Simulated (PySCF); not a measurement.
Fractional electron number in Mo (molybdenum, neutral)

The 5s alpha orbital of [Kr] 4d5 5s1 is emptied in steps (occupation f), with all orbitals relaxed, ending at [Kr] 4d5. All numbers are calculated (PySCF 2.14, a scalar-relativistic core potential, in aug-cc-pVTZ-PP with ECP28MDF). The exact energy is a straight line in f; departures are measured from the line between the end points of the same method.

```csv
f,r2SCAN0 (eV)
1,0.000
0.8,-0.297
0.6,-0.443
0.4,-0.444
0.2,-0.297
0,0.000
```

```csv
method,E(f=0) − E(f=1) (eV),−ε at f=1 (eV),−ε at f=0.4 (eV)
r2SCAN0,7.330,5.466,7.692
```

Orbital energy along the path (eV):

| f | r2SCAN0 |
| --- | --- |
| 1 | -5.466 |
| 0.8 | -6.226 |
| 0.6 | -6.963 |
| 0.4 | -7.692 |
| 0.2 | -8.439 |
| 0 | -9.196 |

Reference removal energy between the ground levels: 7.092 eV (measured; NIST Atomic Spectra Database, ionization energies).
